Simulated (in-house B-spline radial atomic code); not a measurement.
Ionisation energies along the 47-electron series, configuration [Kr] 4d10 4f1, as differences of self-consistent energies. NIST's values go from ground level to ground level; the uncertainty of those that are theory runs from under 0.1 % in few-electron ions to several per cent in heavy many-electron ones. Computed with an all-electron radial atomic-structure program (B-spline basis): non-relativistic Hartree-Fock, average of the configuration, point nuclei.

This level leaves out relativity, spin-orbit splitting included, which matters for heavy ions.

| ion | configuration after | ionisation energy (eV) | IE/(q+1)² (eV) | -ε less Coulomb ΔSCF (eV) | tabulated value (eV) | computed minus tabulated (eV) |
| --- | --- | --- | --- | --- | --- | --- |
| Sm15+ | [Kr] 4d10 | 308.6 | 1.2053 | 1.5912 | 306.5 | 2.1 |
| Eu16+ | [Kr] 4d10 | 346.9 | 1.2003 | 1.6508 | 344.4 | 2.5 |
| Gd17+ | [Kr] 4d10 | 387.1 | 1.1947 | 1.7045 | 384.4 | 2.7 |
| Tb18+ | [Kr] 4d10 | 429.1 | 1.1886 | 1.7531 | 426.6 | 2.5 |
| Dy19+ | [Kr] 4d10 | ? | ? | ? | ? | ? |
| Ho20+ | [Kr] 4d10 | 518.6 | 1.1759 | 1.838 | 510 | 8.6 |
| Er21+ | [Kr] 4d10 | 566.0 | 1.1695 | 1.8754 | 555 | 11.0 |
| Tm22+ | [Kr] 4d10 | 615.3 | 1.1631 | 1.9099 | 603 | 12.3 |
| Yb23+ | [Kr] 4d10 | ? | ? | ? | ? | ? |
| Lu24+ | [Kr] 4d10 | 719.1 | 1.1505 | 1.9717 | 713 | 6.1 |
| Hf25+ | [Kr] 4d10 | 773.6 | 1.1444 | 1.9995 | 772 | 1.6 |
| Ta26+ | [Kr] 4d10 | 829.9 | 1.1385 | 2.0255 | 832 | -2.1 |
| W27+ | [Kr] 4d10 | 888.0 | 1.1327 | 2.0499 | 881.4 | 6.6 |
| Re28+ | [Kr] 4d10 | ? | ? | ? | ? | ? |
| Os29+ | [Kr] 4d10 | 1009.4 | 1.1216 | 2.0946 | 1015 | -5.6 |
| Ir30+ | [Kr] 4d10 | 1072.8 | 1.1163 | 2.115 | 1080 | -7.2 |
| Pt31+ | [Kr] 4d10 | 1137.8 | 1.1112 | 2.1344 | 1140 | -2.2 |
| Au32+ | [Kr] 4d10 | 1204.7 | 1.1062 | 2.1527 | 1210 | -5.3 |
| Hg33+ | [Kr] 4d10 | 1273.2 | 1.1014 | 2.1702 | 1280 | -6.8 |
| Tl34+ | [Kr] 4d10 | 1343.5 | 1.0967 | 2.1868 | 1350 | -6.5 |

Task: Fill in the row of Dy19+.

Result: ionisation energy (eV): 472.9; IE/(q+1)² (eV): 1.1823; -ε less Coulomb ΔSCF (eV): 1.7974; tabulated value (eV): 464.9; computed minus tabulated (eV): 8.0.

Task: Fill in the row of Yb23+.

Result: ionisation energy (eV): 666.3; IE/(q+1)² (eV): 1.1567; -ε less Coulomb ΔSCF (eV): 1.9419; tabulated value (eV): 651; computed minus tabulated (eV): 15.3.

Task: Fill in the row of Re28+.

Result: ionisation energy (eV): 947.8; IE/(q+1)² (eV): 1.127; -ε less Coulomb ΔSCF (eV): 2.0729; tabulated value (eV): 953; computed minus tabulated (eV): -5.2.

Task: How far is this level of theory from the measured and semi-empirical values?

Result: Over those 3 rows the differences run from +2.06 to +6.61 eV (mean absolute value 3.7 eV). The calculation leaves out relativity, correlation and, in open shells, the multiplet splittings that an average leaves out.
